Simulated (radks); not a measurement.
Results of a calculation; reference values are marked as such.
Task: Ionisation of the dysprosium ion Dy50+, [Ne] 3s2 3p4, to Dy51+, [Ne] 3s2 3p3, under several functionals. Non-relativistic Kohn-Sham, spin-polarised, spherical densities, point nucleus; open shells are filled with parallel spins first (spin-orbit coupling, left out, can overturn this in heavy ions); a radial shooting solver on a logarithmic mesh with Libxc functionals. Known Delta-SCF values: LDA (Slater exchange, Perdew-Zunger correlation) 4459.2 eV; OLYP 4459.2 eV. What does revTPSS give, and what is its highest occupied eigenvalue?

Result: 4456.5 eV by Delta-SCF; the 3p eigenvalue is -4408.2 eV. NIST: 4523 eV (theoretical).

Beside tabulated values, note that relativity, absent from the non-relativistic runs, is large for the heavy elements.
